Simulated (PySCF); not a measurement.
**Magnetisability and related constants of `InChI=1S/C7H7Cl/c1-5(8)6-4-7(6)2-3-7/h4H,1-3H2`**

The calculation used GIAO KT2/6-311G** magnetisability, rotational g tensor and spin-rotation constants, non-relativistic, gas phase (PySCF). Geometry: GFN2-xTB.

Input:
```
{"job": {"kind": "mag", "xc": "KT2", "basis": "6-311G**"}, "charge": 0, "multiplicity": 1}
C      2.364535    -0.436178    -0.744181
C      1.816701    -0.663840     0.449581
Cl     2.766128    -1.341199     1.746841
C      0.466108    -0.392831     0.777410
C     -0.537522    -0.402171     1.637991
C     -0.837713     0.138985     0.298766
C     -1.397831     1.348613    -0.338523
C     -1.791385    -0.045072    -0.814542
H      3.395457    -0.656686    -0.950629
H      1.770252    -0.017944    -1.537015
H     -0.904192    -0.629421     2.609236
H     -0.765810     1.944996    -0.980619
H     -2.137333     1.927882     0.195256
H     -2.792113    -0.390236    -0.598269
H     -1.419696    -0.376910    -1.773214
```
Coordinates are in Å.

Command: `OMP_NUM_THREADS=1 python excited_run.py task.json out`

Task: Show the output.

Result: Atoms count from 0.
```
coarse grid: 13568 points
cycle   1  E = -739.4038620876  dE =  1.204e+00  |g| = 5.258e-01  |ddm| = 3.478e+00
cycle   2  E = -739.3213340939  dE =  8.253e-02  |g| = 7.711e-01  |ddm| = 1.204e+00
cycle   3  E = -739.4683155454  dE = -1.470e-01  |g| = 1.971e-01  |ddm| = 8.560e-01
cycle   4  E = -739.4783559200  dE = -1.004e-02  |g| = 4.737e-02  |ddm| = 2.418e-01
cycle   5  E = -739.4788386317  dE = -4.827e-04  |g| = 2.468e-02  |ddm| = 7.304e-02
cycle   6  E = -739.4789955149  dE = -1.569e-04  |g| = 7.825e-03  |ddm| = 3.126e-02
cycle   7  E = -739.4790072022  dE = -1.169e-05  |g| = 4.593e-03  |ddm| = 1.398e-02
cycle   8  E = -739.4790132392  dE = -6.037e-06  |g| = 7.827e-04  |ddm| = 4.904e-03
final grid: 127808 points
cycle   9  E = -739.4240813198  dE = -4.145e-04  |g| = 2.571e-02  |ddm| = 5.646e-02
cycle  10  E = -739.4238185058  dE =  2.628e-04  |g| = 3.874e-02  |ddm| = 6.643e-02
cycle  11  E = -739.4241863591  dE = -3.679e-04  |g| = 1.059e-02  |ddm| = 5.648e-02
cycle  12  E = -739.4242110427  dE = -2.468e-05  |g| = 4.734e-03  |ddm| = 1.563e-02
cycle  13  E = -739.4242174339  dE = -6.391e-06  |g| = 1.346e-03  |ddm| = 6.443e-03
cycle  14  E = -739.4242178851  dE = -4.512e-07  |g| = 4.011e-04  |ddm| = 1.431e-03
cycle  15  E = -739.4242179319  dE = -4.678e-08  |g| = 1.115e-04  |ddm| = 5.232e-04
cycle  16  E = -739.4242179350  dE = -3.114e-09  |g| = 2.523e-05  |ddm| = 1.442e-04
cycle  17  E = -739.4242179351  dE = -1.376e-10  |g| = 8.797e-06  |ddm| = 4.029e-05
converged SCF energy = -739.4242179351

Magnetisability tensor (1e-30 J/T^2)
    -1249.97      -62.52       -2.74
      -62.52    -1434.67      -65.18
       -2.74      -65.18    -1279.30
isotropic -1321.31   principal values   -1474.38  -1265.86  -1223.70
isotropic susceptibility -79.571 1e-6 cm^3/mol

Inertial axes            a          b          c
rot. const./GHz      4.1945     0.9490     0.8256
chi total           -73.707    -76.220    -88.787
chi diamagnetic    -405.412  -1319.916  -1511.431
chi paramagnetic    331.705   1243.696   1422.644
quadrupole/D A       -3.630      8.560     -4.931
g nuclear            0.6174     0.5442     0.5508
g electronic        -0.6536    -0.5545    -0.5518
g total             -0.0363    -0.0103    -0.0010

Spin-rotation constants (kHz, H = +C I.J)
atom  isotope        aa         bb         cc
  2   35Cl        0.660      0.302      0.265
  8     1H        0.154     -0.044     -0.099
  9     1H        0.168     -0.052     -0.101
 10     1H       -0.419      0.109     -0.103
 11     1H       -0.460     -0.021     -0.061
 12     1H       -0.225     -0.072     -0.067
 13     1H       -0.221     -0.075     -0.066
 14     1H       -0.459     -0.017     -0.065
  0    13C*       1.714      0.272      0.127
  1    13C*       1.924      0.259      0.167
  3    13C*       1.967      0.261      0.114
  4    13C*       1.451      0.372      0.090
  5    13C*       1.097      0.145      0.055
  6    13C*       0.518      0.077      0.129
* in the singly substituted isotopologue
```

It took 47 s wall time on 1 thread of an Arm Neoverse V1, shared host, peak memory 0.65 GiB.
